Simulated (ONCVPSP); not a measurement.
What one change does to a pseudopotential (P, ONCV)

| Quantity | Value |
| --- | --- |
| Element | P |
| Generator | ONCVPSP 4.0.1 |
| Type | optimised norm-conserving Vanderbilt (ONCV) |
| Functional | PBE |
| Relativity | scalar-relativistic |
| Frozen core | [Ne] |
| Valence charge | 5 |
| Reference configuration | 3s2 3p1 (charge +2) |
| Partial waves | 3s: rc 1.65 bohr, ncon 4, nbas 8, qcut 5.1 1/bohr, 2 projectors, debl 2.7 Ha; 3p: rc 1.45 bohr, ncon 4, nbas 7, qcut 5.6 1/bohr, 2 projectors, debl 3.5 Ha; d scattering state at 0.29 Ha: rc 1.45 bohr, ncon 4, nbas 8, qcut 6.9 1/bohr, 2 projectors, debl 1.4 Ha |
| Local potential | polynomial inside 1.20 bohr (lpopt 5, dvloc0 0 Ha) |
| Core correction | none |

In the d channel the program set the typed energies aside and used 0.050, 1.450 Ha.

All-electron outer shells of the reference configuration (PBE, scalar-relativistic, ld1.x):

```
shell  level (eV)  outermost node (bohr)  outermost maximum (bohr)
   2s     -197.53                   0.14                      0.42
   2p     -148.09                      –                      0.36
   3s      -33.96                   0.65                      1.52
   3p      -24.28                   0.63                      1.68
```

Change: p: rc 2.1.

Cutoffs: the cutoffs (Ha) at which the residual kinetic energy of the hardest occupied pseudo-wave falls to 1 and 0.1 mHa per electron; they do not see the model core or the augmentation charge, which bear on the density cutoff. Errors are all-electron minus pseudo energies relative to the spin-unpolarised reference configuration.

Problem. Predict the effect on cutoff, ghosts and configuration errors.

Solution. The potential gets softer (11 Ha and 20 Ha → 11 Ha and 14 Ha); of the 4 tests that both files solve, the error grows in 0 and shrinks in 4 by more than 15 % and 0.3 meV (median size 3.2 → 2.2 meV); neither file shows a bound ghost. A larger radius leaves more room for a smooth pseudo-wave, so fewer plane waves are needed. That the errors move this way runs against the usual rule that smaller radii transfer better.

| quantity | base | changed |
| --- | --- | --- |
| cutoff, loose | 11 Ha | 11 Ha |
| cutoff, tight | 20 Ha | 14 Ha |
| loose cutoff by channel | s 11 Ha, p 5.9 Ha | s 11 Ha, p 5.3 Ha |
| bound ghosts | none | none |
| GHOST(+) flags under 300 eV | s at 118.4 eV | s at 118.4 eV |
| error for 3s2 3p3, meV [ΔE -28.88 eV] | +3.1 | +1.6 |
| error for 3s2 3p2, meV [ΔE -19.15 eV] | +2.7 | +2.1 |
| error for 3s2 3p0, meV [ΔE 29.74 eV] | +8.4 | +6.6 |
| error for 3s2 3p2.5, meV [ΔE -25.10 eV] | +3.4 | +2.3 |
| s: phases at 1.68 bohr within 0.05 rad from the reference energy up to (Ha; the scan ends near 5) | 3.4 | 3.4 |
| d: phases at 1.47 bohr within 0.05 rad from the reference energy up to (Ha; the scan ends near 5) | to the end of the scan | to the end of the scan |
